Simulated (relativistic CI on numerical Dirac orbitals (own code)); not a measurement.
## Os⁴⁹⁺: computed level list

These numbers are calculated, not measured: Dirac-Coulomb-Breit CI, KLI orbitals optimised for each configuration, QED by a radiative potential, unscaled Slater integrals (own radial code, finite nucleus).

CI space (outside the closed core [Ne]): 3s²3p⁶3d⁹, 3s²3p⁵3d¹⁰, 3s3p⁶3d¹⁰, 3s²3p⁶3d⁸4s, 3s²3p⁶3d⁸4p, 3s²3p⁴3d¹⁰4s, 3s²3p⁶3d⁸4d, 3s²3p⁴3d¹⁰4p, 3s²3p⁵3d⁹4s, 3s²3p⁶3d⁸4f, 3s²3p⁴3d¹⁰4d, 3s3p⁵3d¹⁰4s, 3s²3p⁵3d⁹4p, 3s3p⁵3d¹⁰4p, 3s²3p⁶3d⁷4s², 3s²3p⁵3d⁹4d, 3s3p⁶3d⁹4s, 3s3p⁵3d¹⁰4d, 3s²3p⁶3d⁷4s4p, 3p⁶3d¹⁰4s, 3s²3p⁵3d⁹4f, 3s²3p⁶3d⁸5s, 3s²3p⁶3d⁷4p², 3s²3p⁶3d⁷4s4d, 3s3p⁶3d⁹4p, 3s²3p⁶3d⁸5p, 3p⁶3d¹⁰4p, 3s²3p⁵3d⁸4s², 3s²3p⁶3d⁸5d, 3s²3p⁶3d⁷4p4d, 3p⁶3d¹⁰4d, 3s²3p⁶3d⁸5f, 3s3p⁶3d⁹4d, 3s²3p⁶3d⁸5g, 3s²3p⁵3d⁸4s4p, 3s²3p⁶3d⁷4d². Levels of other configurations are missing.

```csv
No.,Configuration,Term,J,E (eV),%,Landé g,Lifetime (s)
41,3d⁸(1D)4p,²P°,1/2,1961.31,60,0.976,1.86e-12
42,3d⁸(3P)4p,²P°,3/2,1961.94,53,1.203,8.35e-14
43,3d⁸(1S)4p,²P°,3/2,1980.64,50,1.335,4.41e-13
44,3d⁸(3F)4p,⁴G°,5/2,1981.81,46,0.787,4.86e-13
45,3d⁸(3F)4p,²D°,3/2,1986.39,37,0.850,8.32e-14
46,3d⁸(1S)4p,²P°,1/2,2008.72,57,0.659,1.77e-13
47,3d⁸(3F)4p,⁴G°,9/2,2022.83,68,1.158,1.88e-12
48,3d⁸(3F)4p,⁴D°,5/2,2023.39,44,1.118,5.62e-13
49,3d⁸(3F)4p,⁴F°,7/2,2024.60,57,1.148,7.98e-13
50,3d⁸(3F)4p,⁴D°,3/2,2025.19,46,0.956,1.08e-13
51,3d⁸(3P)4p,⁴P°,5/2,2031.92,44,1.258,4.20e-13
52,3d⁸(3P)4p,⁴D°,7/2,2033.23,47,1.188,1.28e-12
53,3d⁸(3P)4p,²D°,3/2,2034.94,34,1.055,1.10e-13
54,3d⁸(3P)4p,²P°,1/2,2035.42,38,0.751,1.29e-13
55,3d⁸(1G)4p,²H°,11/2,2036.65,86,1.106,1.92e-12
56,3d⁸(1G)4p,²F°,5/2,2037.96,82,0.902,7.77e-14
57,3d⁸(3P)4p,²P°,1/2,2040.02,43,1.381,1.45e-13
58,3d⁸(3P)4p,⁴D°,5/2,2040.13,57,1.296,1.54e-12
59,3d⁸(1G)4p,²G°,7/2,2041.28,52,1.019,8.05e-13
60,3d⁸(3P)4p,⁴S°,3/2,2042.51,41,1.472,1.12e-12
61,3d⁸(1G)4p,²G°,9/2,2043.58,71,1.077,1.76e-12
62,3d⁸(3F)4d,⁴P,5/2,2095.63,39,1.362,1.19e-12
63,3d⁸(3F)4d,⁴D,7/2,2098.57,37,1.234,1.13e-12
64,3d⁸(3F)4d,²H,11/2,2099.51,46,1.091,1.06e-12
65,3d⁸(3F)4d,⁴G,9/2,2101.79,33,1.142,1.05e-12
66,3d⁸(3F)4p,⁴F°,3/2,2103.75,27,0.920,1.71e-12
67,3d⁸(1D)4p,²D°,5/2,2105.25,27,0.996,5.39e-13
68,3d⁸(1D)4p,²F°,7/2,2105.79,34,1.038,1.83e-12
69,3d⁸(1D)4d,²D,3/2,2106.05,51,1.030,1.19e-12
70,3d⁸(3F)4p,⁴D°,1/2,2106.15,56,0.352,3.22e-13
71,3d⁸(1D)4d,²F,5/2,2107.44,40,1.077,1.11e-12
72,3d⁸(1D)4d,²G,7/2,2110.86,42,1.028,1.04e-12
73,3d⁸(1D)4d,²P,1/2,2112.30,37,1.480,1.04e-12
74,3d⁸(3F)4d,⁴H,13/2,2124.05,86,1.200,3.21e-12
75,3d⁸(3F)4d,²P,3/2,2124.86,54,1.216,2.78e-12
76,3d⁸(3F)4d,²F,7/2,2125.13,54,1.177,3.29e-12
77,3d⁸(3F)4d,⁴G,11/2,2126.73,69,1.203,3.19e-12
78,3d⁸(3F)4d,⁴F,9/2,2129.43,48,1.194,2.86e-12
79,3d⁸(1S)4d,²D,3/2,2129.96,54,0.873,1.12e-12
80,3d⁸(1S)4p,²P°,3/2,2131.31,51,1.316,1.04e-12
81,3d⁸(3F)4d,²D,5/2,2131.85,49,1.183,2.89e-12
82,3d⁸(1D)4d,²F,7/2,2135.04,52,1.179,3.00e-12
83,3d⁸(1D)4d,²G,9/2,2138.03,46,1.185,3.05e-12
84,3d⁸(3P)4d,²P,1/2,2139.17,48,1.306,2.96e-12
85,3d⁸(1D)4d,²P,3/2,2140.97,48,1.154,2.31e-12
86,3d⁸(1D)4d,²D,5/2,2148.82,24,1.181,2.09e-12
87,3d⁸(1S)4d,²D,5/2,2158.07,49,1.199,2.90e-12
88,3d⁸(3F)4d,⁴D,3/2,2171.10,43,1.167,1.15e-12
89,3d⁸(3F)4d,⁴H,9/2,2173.83,59,0.976,1.05e-12
90,3d⁸(3F)4d,⁴G,7/2,2174.55,49,1.018,1.07e-12
91,3d⁸(3F)4d,⁴F,5/2,2175.79,31,1.012,1.13e-12
92,3s²3p⁵3d⁹4s,⁴F°,9/2,2178.03,100,1.322,1.30e-12
93,3d⁸(3P)4d,⁴D,1/2,2178.95,81,0.262,1.24e-12
94,3d⁸(3P)4d,⁴D,3/2,2181.60,37,1.052,1.11e-12
95,3s²3p⁵3d⁹4s,²F°,7/2,2182.88,72,1.157,4.29e-14
96,3d⁸(1G)4d,²D,5/2,2183.18,49,1.113,1.11e-12
97,3d⁸(3P)4d,²F,7/2,2183.62,33,1.000,1.07e-12
98,3d⁸(1G)4d,²I,11/2,2186.58,78,0.953,1.08e-12
99,3s²3p⁵3d⁹4s,²D°,5/2,2190.21,53,1.333,1.06e-13
100,3d⁸(3P)4d,⁴P,1/2,2190.51,49,1.549,1.02e-12
101,3d⁸(3P)4d,⁴F,5/2,2190.72,55,1.051,1.04e-12
102,3s²3p⁵3d⁹4s,²D°,3/2,2191.73,56,0.999,8.75e-14
103,3d⁸(1G)4d,²F,7/2,2192.80,46,1.037,1.03e-12
104,3d⁸(3P)4d,⁴P,3/2,2193.20,32,1.144,1.02e-12
105,3d⁸(1G)4d,²H,9/2,2194.77,61,0.986,9.95e-13
106,3d⁸(3F)4d,⁴H,11/2,2199.40,63,1.128,3.19e-12
107,3d⁸(3F)4d,²P,1/2,2199.53,54,0.731,2.87e-12
108,3d⁸(3F)4d,²F,5/2,2199.73,43,1.048,3.00e-12
109,3d⁸(3F)4d,⁴F,7/2,2201.02,49,1.168,3.10e-12
110,3d⁸(3F)4d,⁴G,9/2,2201.32,53,1.141,3.06e-12
```

Energies count from the lowest computed level; ° marks odd parity; lifetimes are radiative, by E1, M1, E2, M2 decay to levels of this space only. Percentages are summed over parent terms; the parents shown are those of the largest component, closed shells are left out there.

The mean weight of the leading LS term, summed over parents, in these 70 levels is 51 %, and that of the leading jj configuration (from the same eigenvectors) 98 %, so jj coupling describes them better and the LS labels are nominal.

At this charge energies of transitions that change n are usually good to better than 1 %, and those within a shell (Δn = 0) to a few per cent.

LS names give the leading component of a level, which can be under half, so a name can repeat, a term be missing and a line seem to break the LS rules.
